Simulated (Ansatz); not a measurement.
Geometry optimisation, Ansatz 0.2.0, RKS PBE/def2-SVP.

input.yaml

```yaml
crystal:
  periodic: [false, false, false]
  atoms:
    - { symbol: Ta, position_ang: [-0.434262, -0.373924, 0.173848] }
    - { symbol: Cl, position_ang: [3.193117, 0.144723, 0.419072] }
    - { symbol: Cl, position_ang: [0.129761, 0.275245, 2.321797] }
    - { symbol: Cl, position_ang: [0.469599, -0.152135, -1.9437] }
    - { symbol: Cl, position_ang: [-1.55779, 1.653247, -0.116747] }
    - { symbol: Cl, position_ang: [-2.30568, -1.67361, 0.152895] }
    - { symbol: F, position_ang: [0.745513, -1.875509, 0.420309] }
    - { symbol: H, position_ang: [2.715341, -1.101438, 0.525127] }
basis:
  gaussian: { orbitals: def2-SVP }
hamiltonian:
  xc: pbe
relax:
  f_tol: 0.03
  max_steps: 50
```

Launched with:

```bash
$ ansatz run input.yaml --threads 4 --pin off --max-ram 5120MiB --backend cpu --events-out ev --progress --plain --runs-dir out
```

Question: Where does it end, and by what steps?

Answer: It converged. The force dipped under the threshold on the way, but the program's further checks kept it going. After 13 steps the energy has fallen by 0.065 eV; Cl2 moved furthest, 0.90 Å.

```
step  energy less start (eV)  largest force component (eV/Å)  accepted
   0                  0.0000                           0.898       yes
   1                 -0.0089                           0.739       yes
   2                 -0.0115                           0.376       yes
   3                 -0.0240                           0.374       yes
   4                 -0.0387                           0.058       yes
   5                 -0.0416                           0.050       yes
   6                 -0.0542                           0.085       yes
   7                 -0.0573                           0.283       yes
   8                 -0.0616                           0.113       yes
   9                 -0.0643                           0.024       yes
  10                 -0.0635                           0.157        no
  11                 -0.0651                           0.014       yes
  12                 -0.0651                           0.039       yes
  13                 -0.0652                           0.015       yes
```

```xyz
8
Properties=species:S:1:pos:R:3
Ta -0.567 -0.240 0.152
Cl 3.798 -0.504 0.538
Cl 0.112 0.721 2.123
Cl 0.438 0.322 -1.834
Cl -2.212 1.390 -0.147
Cl -2.147 -1.908 0.190
F 0.773 -1.594 0.398
H 2.760 -1.291 0.532
```

Whether the end is a true minimum wasn't checked by a vibrational analysis.

Run time: 34 s on 4 threads of Arm Neoverse V2, on a shared host, peak memory 0.21 GiB.
